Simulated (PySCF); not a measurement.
Cu2, SMILES [Cu][Cu], multiplicity 1.

The structure is a stationary point at r2SCAN-D4/def2-TZVP. The spin state was assumed, not searched.

Calculation: M06-2X/def2-TZVPD run with PySCF.

Isolated molecule, no solvent.

Computed frontier levels, gap, dipole moment and polarisability:
| Quantity | Value |
|---|---|
| highest occupied level | -6.27 eV |
| lowest empty level | -1.66 eV |
| orbital gap | 4.61 eV |
| dipole moment | 0.00 D |
| quadrupole, principal values (traceless, Buckingham form, about the centre of nuclear charge) | -3.09, -3.09, 6.17 D·Å |
| mean static polarisability | 81.0 bohr³ (12.01 Å³) |
| polarisability, principal values | 64.6, 64.6, 113.9 bohr³ |
